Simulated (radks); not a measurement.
Neutral praseodymium inside a hard spherical wall (all orbitals vanish at R), configuration held at [Xe] 4f3 6s2 and not refilled when levels cross. Method: scalar-relativistic Kohn-Sham, PBEsol, spin-unpolarised, spherical densities, finite nucleus; Fermi nuclear charge, rms radius 4.8919 fm; computed with a radial shooting solver on a logarithmic mesh with Libxc functionals. Eigenvalues in eV, with the zero of energy where the potential of the charges vanishes at infinity; a dash marks a level that is unbound or too diffuse for the functional's potential to be trusted. A positive occupied level is held by the wall or, in an anion where self-interaction has pushed it up, behind a barrier. The pressure on the wall is -dE/dV.

| R (bohr) | E (hartree) | kinetic (hartree) | e(5s) | e(5p) | e(6s) | e(5d, empty) | e(4f) | e(6p, empty) | pressure (GPa) |
|---|---|---|---|---|---|---|---|---|---|
| free | -9233.4272 | 9804.919 | -39.046 | -21.479 | -3.480 | -2.038 | -1.286 | -1.230 | 0 |
| 15 | -9233.4271 | 9804.919 | -39.041 | -21.474 | -3.477 | -2.033 | -1.281 | -1.211 | 0.000374 |
| 10 | -9233.4230 | 9804.953 | -38.807 | -21.244 | -3.291 | -1.832 | -1.050 | -0.794 | 0.0898 |
| 8 | -9233.4018 | 9805.076 | -38.173 | -20.627 | -2.680 | -1.269 | -0.423 | 0.290 | 0.824 |
| 5 | -9233.0329 | 9806.541 | -34.332 | -16.998 | 3.970 | 2.917 | 3.616 | 10.237 | 37.1 |
| 4 | -9232.2486 | 9809.521 | -30.129 | -12.941 | 15.141 | 8.543 | 8.517 | 25.038 | 208 |
| 1.5 | -9146.1237 | 10066.156 | 166.04 | 210.09 | 575.42 | 277.82 | 153.47 | 621.45 | 239000 |
